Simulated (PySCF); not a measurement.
BO, SMILES [B]=O (connectivity only; charge and spin as stated), charge +1, multiplicity 1. Coordinates come from a r2SCAN-D4/def2-TZVPD optimisation. The multiplicity is an assumed one; other spin states were not compared.

TDDFT-B3LYP/def2-TZVPD in PySCF puts the lowest singlet excitations at 1.45, 1.45, 3.83, 8.07, 8.24, 8.24 eV and the lowest triplet (TDA) at 0.75 eV.

### Question
What are the lowest singlet roots from EOM-CCSD/aug-cc-pVDZ (PySCF)? (An estimate is asked for; the answer gives what the named calculation found.)

### Answer
1.25, 1.25, 3.71, 8.40, 8.55, 8.55 eV; triplets 0.84, 0.84, 2.65 eV. S1 differs by -0.20 eV (second minus first; roots are paired by order, and the bases may differ).
